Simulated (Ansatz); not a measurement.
`CBN` + `CNC` → `CN(C)BN` + CH₄ at 298.15 K and 1 bar (ligand exchange at a B–C bond).

Isolated molecules relaxed with PBE0-D4/def2-TZVP in Ansatz; ΔE leaves out vibrations. CCSD(T)/CBS is the MP2 limit (def2-TZVPP, def2-QZVPP) plus CCSD(T) − MP2 in def2-TZVPP, frozen cores. This one scheme is used for every species. One conformer a species, not always the lowest.

```
  species  CCSD(T)/CBS energy (Eh)  H − E (kJ/mol)  S (J/(mol·K))
    `CBN`               -121.21267           215.9          273.6
    `CNC`               -135.00321           256.9          271.4
`CN(C)BN`               -215.79289           344.1          338.1
      CH₄                -40.46206           127.4          186.2
```

H − E and S are ideal-gas, rigid-rotor, harmonic terms from PBE0-D4/def2-TZVP, for one conformer and one mirror image of each species. 1 Eh = 2625.50 kJ/mol, R = 8.31446 J/(mol·K).

Problem. By hand: ΔE, ΔH, ΔS and ΔG.

Solution. ΔE = (-215.79289) + (-40.46206) − (-121.21267) − (-135.00321) = -0.03907 Eh = -102.6 kJ/mol. Δ(H − E) = 344.1 + 127.4 − 215.9 − 256.9 = -1.3, so ΔH = -103.9 kJ/mol. ΔS = 338.1 + 186.2 − 273.6 − 271.4 = -20.7 J/(mol·K). ΔG = -103.9 − 298.15 × (-20.7)/1000 = -97.7 kJ/mol.

Problem. By hand: the equilibrium constant, and the temperature at which ΔG would vanish if ΔH and ΔS stayed fixed.

Solution. log₁₀ K = −ΔG/(RT ln 10) = 17.1. ΔG = 0 at ΔH/ΔS = 5019 K, far beyond where these terms or the molecules hold.

ΔH outweighs TΔS. A doubt of 5 kJ/mol in ΔE shifts log₁₀ K by 0.9 here. Other conformers and mirror images would add mixing entropy, several J/(mol·K) or more a flexible species. Modes under 60 cm⁻¹, often nearly free rotors, make the harmonic entropy too high. These are equilibria of isolated gas molecules and say nothing of rates. Largest T1 diagnostic: 0.011 (customary marks: 0.02 for closed shells, 0.045 for open ones).
